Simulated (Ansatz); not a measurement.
ClGa, SMILES `[Cl][Ga]`, relaxed with RKS PBE0-D4/def2-TZVP in the Gaussian-basis code of Ansatz from a PBE-D4/def2-SVP geometry. The force threshold is 0.005 eV/Å; the program also tests the step.

The species carries charge 0 and has multiplicity 1.

Start:

```xyz
2

Cl   -0.458    0.451    0.912
Ga    0.458   -0.451   -0.912
```

Problem. By how much does the energy fall, and how many steps does the optimiser take? (An estimate is asked.)

Solution. Computed: 0.15 kJ/mol, in 2 steps.

Problem. Which bonds change most? (An estimate is asked.)

Solution. Computed: Cl1–Ga2 from 2.232 to 2.216 Å.

Problem. Give the relaxed structure. (Best estimate.)

Solution. Computed: 
```xyz
2

Cl   -0.455    0.448    0.906
Ga    0.455   -0.448   -0.906
```
